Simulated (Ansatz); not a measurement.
`O=CB[SiH3]` + `CC1B[SiH2]1` → `CBC=O` + `[SiH3]C1B[SiH2]1` at 298.15 K and 1 bar (redistribution).

Gas-phase electronic energies from Ansatz, PBE0-D4/def2-TZVP geometries. CCSD(T)/CBS adds triple-zeta CCSD(T) − MP2 to the extrapolated MP2 energy (def2 sets, frozen cores). One conformer a species, not always the lowest.

```
           species  CCSD(T)/CBS energy (Eh)  H − E (kJ/mol)  S (J/(mol·K))
      `O=CB[SiH3]`               -430.03905           163.2          328.5
     `CC1B[SiH2]1`               -394.11648           234.7          312.2
           `CBC=O`               -179.04425           191.6          312.0
`[SiH3]C1B[SiH2]1`               -645.14605           202.6          328.9
```

H − E and S are ideal-gas, rigid-rotor, harmonic terms from PBE0-D4/def2-TZVP, for one conformer and one mirror image of each species. 1 Eh = 2625.50 kJ/mol, R = 8.31446 J/(mol·K).

Task: By hand: ΔE, ΔH, ΔS and ΔG.

Result: ΔE = (-179.04425) + (-645.14605) − (-430.03905) − (-394.11648) = -0.03477 Eh = -91.3 kJ/mol. Δ(H − E) = 191.6 + 202.6 − 163.2 − 234.7 = -3.7, so ΔH = -95.0 kJ/mol. ΔS = 312.0 + 328.9 − 328.5 − 312.2 = 0.2 J/(mol·K). ΔG = -95.0 − 298.15 × (0.2)/1000 = -95.1 kJ/mol.

Task: By hand: the equilibrium constant, and the temperature at which ΔG would vanish if ΔH and ΔS stayed fixed.

Result: log₁₀ K = −ΔG/(RT ln 10) = 16.7. ΔH and −TΔS have one sign here, so there is no such temperature. One of them is within its doubt of zero, so this could turn.

The number of gas molecules stays the same, so ΔS is small and ΔH decides. A doubt of 5 kJ/mol in ΔE shifts log₁₀ K by 0.9 here. Other conformers and mirror images would add mixing entropy, several J/(mol·K) or more a flexible species. These are equilibria of isolated gas molecules and say nothing of rates. Largest T1 diagnostic: 0.021 (customary marks: 0.02 for closed shells, 0.045 for open ones).
